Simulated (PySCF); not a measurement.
Correlation energy of Ar²⁺ (argon, charge +2)

[Ne] 3s2 3p4, high-spin 3P determinant. Calculation: PySCF 2.14, in 6-31G*; no relativity, point nucleus. Frozen: [Ne]; 6 electrons correlated.

MP2 pair energies summed by pair of shells (mhartree):

```csv
pair,energy,share (%)
3p-3p,-44.21,49.6
3s-3p,-38.12,42.7
3s-3s,-6.87,7.7
```

Total MP2 correlation energy: -89.19 mhartree.

Same-spin part -21.49 and opposite-spin part -67.70 mhartree; SCS-MP2 scales them by 1/3 and 6/5 to -88.40 mhartree.

```tsv
level	correlation energy (mhartree)
CCSD	-108.45
(T)	-1.01
CCSD(T)	-109.46
```

Diagnostics: T1 = 0.0055, D1 = 0.0187, largest double amplitude 0.050.

Cost of the coupled-cluster step: 0.07 s of wall time on 1 thread of Neoverse-V2 (shared host), for 6 correlated electrons.

Iterations:

```
CC2 = 0
CCSD nocc = (np.int64(4), np.int64(2)), nmo = (13, 13)
frozen orbitals [[0, 1, 2, 3, 4], [0, 1, 2, 3, 4]]
max_cycle = 100
direct = 0
conv_tol = 1e-08
conv_tol_normt = 1e-06
diis_space = 8
diis_start_cycle = 0
Init t2, MP2 energy = -0.0891873496022373
Init E_corr(UCCSD) = -0.0891873496195816
cycle = 1  E_corr(UCCSD) = -0.104127904056327  dE = -0.0149405544  norm(t1,t2) = 0.0324769
cycle = 2  E_corr(UCCSD) = -0.107192832402894  dE = -0.00306492835  norm(t1,t2) = 0.00993384
cycle = 3  E_corr(UCCSD) = -0.108471106779908  dE = -0.00127827438  norm(t1,t2) = 0.00358203
cycle = 4  E_corr(UCCSD) = -0.108448590852232  dE = 2.25159277e-05  norm(t1,t2) = 0.000295828
cycle = 5  E_corr(UCCSD) = -0.108451885980254  dE = -3.29512802e-06  norm(t1,t2) = 5.3348e-05
cycle = 6  E_corr(UCCSD) = -0.108451505888165  dE = 3.80092089e-07  norm(t1,t2) = 9.0769e-06
cycle = 7  E_corr(UCCSD) = -0.108451598258773  dE = -9.23706074e-08  norm(t1,t2) = 1.72703e-06
cycle = 8  E_corr(UCCSD) = -0.108451561500964  dE = 3.67578088e-08  norm(t1,t2) = 2.28446e-07
cycle = 9  E_corr(UCCSD) = -0.108451566285062  dE = -4.78409753e-09  norm(t1,t2) = 4.06845e-08
UCCSD converged
E(UCCSD) = -525.372272170129  E_corr = -0.1084515662850616
UCCSD(T) correction = -0.00101137797329872
```
